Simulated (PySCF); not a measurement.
Functional benchmark on one molecule

Molecule: `O=Cc1ccoc1`, C₅H₄O₂.

Molfile (atoms numbered from 1):
```
C5H4O2
     RDKit          3D

 11 11  0  0  0  0  0  0  0  0999 V2000
   -2.7138    0.9518    0.2902 O   0  0  0  0  0  0  0  0  0  0  0  0
   -1.9918    0.0814   -0.1312 C   0  0  0  0  0  0  0  0  0  0  0  0
   -0.5341    0.0669    0.0193 C   0  0  0  0  0  0  0  0  0  0  0  0
    0.4018   -0.9176   -0.4473 C   0  0  0  0  0  0  0  0  0  0  0  0
    1.6270   -0.4762   -0.0586 C   0  0  0  0  0  0  0  0  0  0  0  0
    1.5138    0.6987    0.6078 O   0  0  0  0  0  0  0  0  0  0  0  0
    0.2195    1.0229    0.6535 C   0  0  0  0  0  0  0  0  0  0  0  0
   -2.4099   -0.7993   -0.6826 H   0  0  0  0  0  0  0  0  0  0  0  0
    0.1803   -1.8294   -0.9981 H   0  0  0  0  0  0  0  0  0  0  0  0
    2.6355   -0.8642   -0.1729 H   0  0  0  0  0  0  0  0  0  0  0  0
   -0.0488    1.9474    1.1581 H   0  0  0  0  0  0  0  0  0  0  0  0
  1  2  2  0
  2  3  1  0
  3  4  1  0
  4  5  2  0
  5  6  1  0
  6  7  1  0
  7  3  2  0
  2  8  1  0
  4  9  1  0
  5 10  1  0
  7 11  1  0
M  END
```

Geometry PBE0-D3(BJ)/def2-SVP throughout; GIAO in PySCF, gas phase, one conformer, non-relativistic; equivalent atoms averaged; basis pcSseg-1.

Reference values (estimated from measurements, as parent shift plus tabulated substituent increments; solution, not stated per compound (mostly CDCl3 or CCl4); Pretsch, Buehlmann, Badertscher, Structure Determination of Organic Compounds, 4th ed. (2009)): δ(H11) = 8.34 ppm, δ(H9) = 6.85 ppm, δ(H10) = 7.61 ppm. Computed shifts are taken against TMS, calculated as an isolated molecule at each level.

How do the functionals HF, BP86, B97-D, PBE0, WP04, B97-2, BHandHLYP, CAM-B3LYP, wB97X-D perform against the reference? Times are CPU seconds on shared hosts with different chips, so compare them loosely; the GGAs took longer than the global hybrids here, which isn't the general rule, and the cause wasn't traced.

## Answers


| functional | kind | H11 | H9 | H10 | mean abs. error H | core-s |
| --- | --- | --- | --- | --- | --- | --- |
| HF | Hartree–Fock | 8.56 | 6.92 | 7.54 | 0.12 | 5.5 |
| BP86 | GGA | 7.99 | 6.67 | 7.29 | 0.28 | 19 |
| B97-D | GGA | 7.97 | 6.60 | 7.26 | 0.32 | 18 |
| PBE0 | global hybrid | 8.17 | 6.81 | 7.39 | 0.14 | 8.9 |
| WP04 | global hybrid | 7.97 | 6.56 | 7.19 | 0.36 | 10 |
| B97-2 | global hybrid | 8.13 | 6.74 | 7.35 | 0.19 | 12 |
| BHandHLYP | global hybrid | 8.29 | 6.82 | 7.42 | 0.09 | 12 |
| CAM-B3LYP | range-separated hybrid | 8.16 | 6.79 | 7.36 | 0.16 | 16 |
| wB97X-D | range-separated hybrid | 8.18 | 6.82 | 7.39 | 0.14 | 14 |

For 1H the closest is BHandHLYP (0.09 ppm) and the furthest WP04 (0.36 ppm). One molecule is a small sample, and vibrational and solvent effects are absent from the calculation.
